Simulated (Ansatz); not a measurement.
Geometry optimisation, DFT PBE, scalar-relativistic, plane waves, PAW in Ansatz.

input.yaml

```yaml
crystal:
  lattice:
    - [11.18, 0.0, 0.0]
    - [5.59, 7.905454, 0.0]
    - [0.0, 0.0, 24.858181]
  atoms:
    - { symbol: Rb, position: [-0.25, 0.5, 0.0402282] }
    - { symbol: Rb, position: [0.25, 0.5, 0.0402282] }
    - { symbol: Rb, position: [-0.25, 1.0, 0.0402282] }
    - { symbol: Rb, position: [0.25, 1.0, 0.0402282] }
    - { symbol: Rb, position: [0.0, 0.0, 0.1992393] }
    - { symbol: Rb, position: [0.5, 0.0, 0.1992393] }
    - { symbol: Rb, position: [0.0, 0.5, 0.1992393] }
    - { symbol: Rb, position: [0.5, 0.5, 0.1992393] }
    - { symbol: Rb, position: [-0.25, 0.5, 0.3582504] }
    - { symbol: Rb, position: [0.25, 0.5, 0.3582504] }
    - { symbol: Rb, position: [-0.25, 1.0, 0.3582504] }
    - { symbol: Rb, position: [0.25, 1.0, 0.3582504] }
    - { symbol: Rb, position: [0.0, 0.0, 0.5172615] }
    - { symbol: Rb, position: [0.5, 0.0, 0.5172615] }
    - { symbol: Rb, position: [0.0, 0.5, 0.5172615] }
    - { symbol: Rb, position: [0.5, 0.5, 0.5172615] }
    - { symbol: K, position: [0.6570487, 0.1793927, 0.6592671] }
basis:
  ecutwfc: 420.0
kpoints:
  mp_grid: { grid: [2, 2, 1] }
hamiltonian:
  xc: pbe
scf:
  occupations: { method: gaussian, width: 0.15 }
  lower_state_search: "off"
relax:
  f_tol: 0.03
  max_steps: 60
  adjacent_minimum: "off"
  constraints: [{ sites: [0, 1, 2, 3] }]
```

Run as:

```bash
$ ansatz run input.yaml --threads 4 --pin off --max-ram 10240MiB --backend cpu --events-out ev --progress --plain --runs-dir out
```

Task: Where does it end, and by what steps?

Result: The run converged. The force dipped under the threshold on the way, but the program's further checks kept it going. Limits of this set-up: coarse k mesh, slab without dipole correction. After 5 steps the energy has fallen by 0.046 eV; K17 moved furthest, 0.80 Å.

```tsv
step	energy less start (eV)	largest force component (eV/Å)	accepted
0	0.0000	0.049	yes
1	-0.0028	0.047	yes
2	-0.0189	0.029	yes
3	-0.0277	0.022	yes
4	-0.0369	0.021	yes
5	-0.0464	0.017	yes
```

```xyz
17
Lattice="11.1800 0.0000 0.0000 5.5900 7.9055 0.0000 0.0000 0.0000 24.8582" Properties=species:S:1:pos:R:3
Rb 0.000 3.953 1.000
Rb 5.590 3.953 1.000
Rb 2.795 7.905 1.000
Rb 8.385 7.905 1.000
Rb -0.026 0.012 5.029
Rb 5.615 0.012 5.033
Rb 2.794 3.962 5.040
Rb 8.385 3.966 5.104
Rb 0.088 3.997 9.067
Rb 5.499 3.992 9.065
Rb 2.798 7.993 8.982
Rb 8.379 7.887 8.888
Rb 0.151 0.110 12.900
Rb 5.434 0.106 12.886
Rb 2.796 4.207 13.389
Rb 8.381 3.965 13.006
K 8.372 0.622 16.436
```

Whether the end is a true minimum wasn't checked by a vibrational analysis.

Run time: 23 s on 4 threads of AMD EPYC 9R45 96-Core Processor (Zen 5) (shared host), peak memory 4 GiB.
